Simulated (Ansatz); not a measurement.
Computed with Ansatz on PBE0-D4/def2-TZVP structures; ΔE is electronic, products minus reactants. CCSD(T)/CBS is the MP2 limit (def2-TZVPP, def2-QZVPP) plus CCSD(T) − MP2 in def2-TZVPP, frozen cores. DFT in def2-TZVPP. For Ge outer-core shells are correlated without core-valence functions, which leaves a few kJ/mol of doubt a bond. Scalar relativity is left out up to krypton. Each species was taken in one conformer, which may not be the lowest.

Reaction (ligand exchange at the Si–S bond): `CO[SiH2][S][GeH3]` + silanol → `CO[SiH2]O[SiH3]` + `[SH][GeH3]`

`CO[SiH2][S][GeH3]`:

```xyz
13

C     1.225    0.015    1.794
O     0.173    0.460    0.968
Si    0.417    1.204   -0.476
S    -1.393    1.146   -1.564
Ge   -1.743   -1.048   -1.345
H     1.693    0.852    2.324
H     1.996   -0.511    1.220
H     0.811   -0.674    2.532
H     0.779    2.637   -0.322
H     1.515    0.484   -1.180
H    -2.465   -1.335   -0.024
H    -0.390   -1.776   -1.391
H    -2.619   -1.453   -2.538
```

`O[SiH3]`:

Z-matrix (Å, degrees):
```
Si
O 1 1.648
H 1 1.489 2 111.7
H 1 1.489 2 111.7 3 120.9
H 1 1.481 2 105.9 3 -119.6
H 2 0.957 1 117.9 3 -60.5
```

`CO[SiH2]O[SiH3]`:

Cartesian coordinates in Å:
```
C -1.277 -0.743 -1.608
O -1.199 0.474 -0.899
Si 0.204 1.216 -0.516
O 1.082 0.357 0.559
Si 1.062 -0.332 2.044
H -2.294 -0.855 -1.987
H -0.586 -0.760 -2.459
H -1.051 -1.593 -0.957
H -0.186 2.517 0.067
H 1.055 1.353 -1.724
H 2.464 -0.576 2.462
H 0.397 0.564 3.026
H 0.330 -1.624 1.992
```

`[SH][GeH3]`:

Cartesian coordinates in Å:
```
S -0.637 1.597 0.095
Ge -0.009 -0.536 0.148
H 0.319 1.968 -0.772
H 1.433 -0.658 0.662
H -0.119 -1.163 -1.251
H -0.987 -1.208 1.118
```

Task: Is it downhill or uphill in electronic energy at CCSD(T)/CBS, and by how much? (Best estimate.)

Result: Computed: Downhill: ΔE = -13.5 kcal/mol.

Task: What do these levels give: PBE-D4, r2SCAN-D4, ωB97X-V, B2PLYP, HF/def2-QZVPP, HF/CBS(def2)? (Estimate.)

Result: The calculation gave: PBE-D4 -10.3, r2SCAN-D4 -12.9, ωB97X-V -13.8, B2PLYP -15.2, HF/def2-QZVPP -20.4, HF/CBS(def2) -20.4 kcal/mol.

Largest T1 diagnostic among the species: 0.011.

In def2-TZVPP, CCSD(T) changes the Hartree–Fock value by +5.4 kcal/mol (the triples alone add +1.1 kcal/mol) and MP2 by +6.7 kcal/mol. From PBE to PBE0 (25 % exact exchange), in def2-TZVPP and without D4, ΔE moves by −1.0 kcal/mol.
